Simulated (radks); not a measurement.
Problem. Valence configurations of I II (all share [Kr]). Calculated with a radial shooting solver on a logarithmic mesh with Libxc functionals: Dirac Kohn-Sham, LDA (Slater exchange, Perdew-Wang correlation), spin-unpolarised, spherical densities, point nucleus; open shells fill j = l - 1/2 first. Order these by energy: 4d8.5 5s2 5p5.5; 4d9 5s1 5p6; 4d9 5s2 5p5; 4d8 5s2 5p6; 4d10 5s1.5 5p4.5; 4d10 5s2 5p4; 4d9.5 5s2 5p4.5; 4d9 5s1.5 5p5.5; 4d10 5s1 5p5; 4d10 5p6.

Solution. From the lowest, in eV above it: 4d10 5s2 5p4 0.000; 4d10 5s1.5 5p4.5 5.676; 4d10 5s1 5p5 11.401; 4d9.5 5s2 5p4.5 22.603; 4d10 5p6 22.999; 4d9 5s2 5p5 46.560; 4d9 5s1.5 5p5.5 52.625; 4d9 5s1 5p6 58.736; 4d8.5 5s2 5p5.5 71.875; 4d8 5s2 5p6 98.551. NIST lists [Kr] 4d10 5s2 5p4 as the ground configuration; this level of theory agrees among the configurations tried. The energies are those of spherical spin-averaged densities, not of single terms.
